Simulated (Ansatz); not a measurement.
One change: `N[SiH](N)[GeH3]` becomes `N[SiH](N)N`.

Ansatz, PBE0-D4/def2-TZVP geometries, multiplicity 1. Each molecule was computed in one conformer, which needn't be the lowest.

Scalar relativity is left out up to krypton.

| property | `N[SiH](N)[GeH3]` |
| --- | --- |
| HOMO–LUMO gap (B3LYP/def2-TZVPP) / eV | 6.87 |
| LUMO energy (PBE0/def2-TZVPP) / eV | 0.42 |
| HOMO energy (ωB97M-V/def2-TZVPP) / eV | -9.03 |
| LUMO energy (PBE/def2-TZVPP) / eV | -0.39 |
| LUMO energy (B3LYP/def2-TZVPP) / eV | 0.18 |
| size of the dipole moment (PBE/def2-TZVPP) / D | 1.51 |

Question: Give the same properties after the change, and the shifts. (Best estimate.)

Answer: Computed: 
```csv
property,`N[SiH](N)N`,shift
HOMO–LUMO gap (B3LYP/def2-TZVPP) / eV,7.34,0.47
LUMO energy (PBE0/def2-TZVPP) / eV,1.09,0.67
HOMO energy (ωB97M-V/def2-TZVPP) / eV,-9.25,-0.22
LUMO energy (PBE/def2-TZVPP) / eV,0.28,0.67
LUMO energy (B3LYP/def2-TZVPP) / eV,0.73,0.55
size of the dipole moment (PBE/def2-TZVPP) / D,1.12,-0.39
```

Dipoles are sizes alone; their direction can turn.

B3LYP here is the variant with VWN-RPA as its local correlation; programs differ in this.
